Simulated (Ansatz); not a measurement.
Gas-phase electronic energies from Ansatz, PBE0-D4/def2-TZVP geometries. CCSD(T)/CBS adds triple-zeta CCSD(T) − MP2 to the extrapolated MP2 energy (def2 sets, frozen cores). This one scheme is used for every species. Functionals use def2-TZVPP. For Ge outer-core shells are correlated without core-valence functions, which leaves a few kJ/mol of doubt a bond. Scalar relativity is left out up to krypton. Each species was taken in one conformer, which may not be the lowest.

Consider the ligand exchange at the Si–C bond: `CC[Si](F)(F)Cl` + `[NH2][GeH2][Cl]` → `F[Si](F)(Cl)[NH][GeH2][Cl]` + ethane.

Question: Is it downhill or uphill in electronic energy at CCSD(T)/CBS, and by how much? (Estimate.)

Answer: The calculation gave: Downhill: ΔE = -17.0 kcal/mol.

Question: What do these levels give: PBE-D4, r2SCAN-D4, ωB97M-V, B2PLYP, r2SCAN, MP2/def2-TZVPP, SCS-MP2/def2-TZVPP, CCSD/def2-TZVPP, CCSD(T)/def2-TZVPP, HF/CBS(def2), MP2/CBS(def2), CCSD/CBS(def2)? (An estimate is asked.)

Answer: The calculation gave: PBE-D4 -14.2, r2SCAN-D4 -16.0, ωB97M-V -16.4, B2PLYP -16.4, r2SCAN -15.7, MP2/def2-TZVPP -17.5, SCS-MP2/def2-TZVPP -17.6, CCSD/def2-TZVPP -17.3, CCSD(T)/def2-TZVPP -17.1, HF/CBS(def2) -19.0, MP2/CBS(def2) -17.4, CCSD/CBS(def2) -17.2 kcal/mol.

Largest T1 diagnostic among the species: 0.011.

From PBE to PBE0 (25 % exact exchange), in def2-TZVPP and without D4, ΔE moves by −1.4 kcal/mol. The D4 term adds −1.6 kcal/mol with B3LYP and −0.9 kcal/mol with PBE0; it sums over pairs of atoms, weighted by their polarisabilities, and B3LYP, whose exchange is more repulsive, gets the larger term. In def2-TZVPP, CCSD(T) changes the Hartree–Fock value by +1.6 kcal/mol (the triples alone add +0.2 kcal/mol) and MP2 by +1.2 kcal/mol.

B3LYP here is the variant with VWN-RPA as its local correlation; programs differ in this.
